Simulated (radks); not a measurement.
Values are calculated unless marked as measured or tabulated.
Excited configurations of Ru2+: one electron is placed in a higher orbital outside [Kr] 4d5. The ground configuration is [Kr] 4d6. Code: a radial shooting solver on a logarithmic mesh with Libxc functionals. Model: scalar-relativistic Kohn-Sham, PBEsol, spin-polarised, spherical densities, point nucleus; open shells are filled with parallel spins first (spin-orbit coupling, left out, can overturn this in heavy ions). Excitation = E - E(ground); binding = E(ion) - E, where the ion is the core of charge +3; n* = 3/sqrt(2 binding) in atomic units, and the quantum defect is n - n*.

outer orbital	excitation (eV)	binding (eV)	n*	quantum defect	<r> (bohr)
4f	20.041	8.389	3.821	0.179	5.107
5s	2.891	25.539	2.190	2.810	2.607
5p	9.211	19.219	2.524	2.476	3.083
5d	16.848	11.582	3.252	1.748	4.508
5f	22.672	5.758	4.611	0.389	8.754
6s	16.537	11.893	3.209	2.791	5.367
6p	18.550	9.880	3.521	2.479	6.166
6d	21.462	6.968	4.192	1.808	8.188
6f	24.363	4.067	5.487	0.513	13.48
7p	22.340	6.091	4.484	2.516	10.12
7d	23.785	4.645	5.134	1.866	12.76
7f	25.433	2.997	6.392	0.608	19.18

The Delta-SCF ionisation energy is 28.430 eV (NIST Atomic Spectra Database: 28.470 eV, semi-empirical). Self-interaction in the functional shifts the binding energies and quantum defects, so they are the method's values and not measured ones. Open shells are spherical and high-spin; term and fine-structure splittings are not resolved.
